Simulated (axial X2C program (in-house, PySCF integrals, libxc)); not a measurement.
Correcting the dissociation energy of KTe for spin–orbit coupling

A spin-free CCSD(T) curve (one-electron X2C) was computed with an axial X2C code built on PySCF integrals, basis Te dyall-cv3z [11s12p8d4f1g], K dyall-cv3z [11s12p6d3f] (cores contracted in-house), for the state M_S = 1/2, Λ = 1 (beyond evenly filled blocks: π+α, π+β, π-α). It gives D0 = 2.091 eV to Te + K, which in a spin-free picture are the weighted means of the ground terms.

Correlated methods: 15 electrons correlated (number of frozen shells: Te 4 s, 3 p, 2 d; K 2 s, 1 p), 287 virtual spin orbitals or spinors in MP2, 90 natural virtuals in coupled cluster.

Measured levels of the ground terms (NIST Handbook of Basic Atomic Spectroscopic Data), in cm⁻¹: Te 3P: J = 2 at 0, J = 0 at 4706.5, J = 1 at 4750.7; K 2S: J = 1/2 at 0.

The two components of the molecular doublet are 2034 cm⁻¹ apart in the PBE0 2c search (Ω = 3/2 lower), so the lower one lies 1017 cm⁻¹ under their mean.

(1) How far does each ground level lie under the (2J+1)-weighted mean of its term?

(2) Correct D0.

Second-order spin–orbit effects in the molecule, which grow quickly with Z, are left out. Occupations by symmetry block were frozen at the best pattern of an incomplete PBE0 search. Dissociation energies refer to the lowest single-determinant-based atoms at the same level and basis. Coupled cluster ran in a truncated set of natural virtual spinors; the MP2 energy of the rest was added. (T) has no such correction and the atoms are truncated less, which lowers De at CCSD(T) by a hundredth of an eV or more. Other states lie close and PBE0, whose exact exchange favours high spin, may order them wrongly; the determinant shown need not be the ground state. The nearest other spin-free determinant of the search, M_S = 1/2, Λ = 0, lies 0.37 eV up at the distance of the search. With the outer-core shells frozen, correlated bond lengths of heavy atoms tend to come out a few hundredths of an ångström too long.

Answers

(1) Te: (5 × 0 + 1 × 4706.5 + 3 × 4750.7)/9 = 2107 cm⁻¹; K: a single level, 0.

(2) D0 = 2.091 + (1017 − 2107)/8065.5 = 1.956 eV at CCSD(T) with these spin–orbit terms. The direct two-component run gives 1.993 eV; the difference holds second-order terms in the molecule, scalar two-electron terms, the gap between measured and computed atomic splittings (a 2c atom can miss part of its lowering) and, in coupled cluster, the truncation of each run.
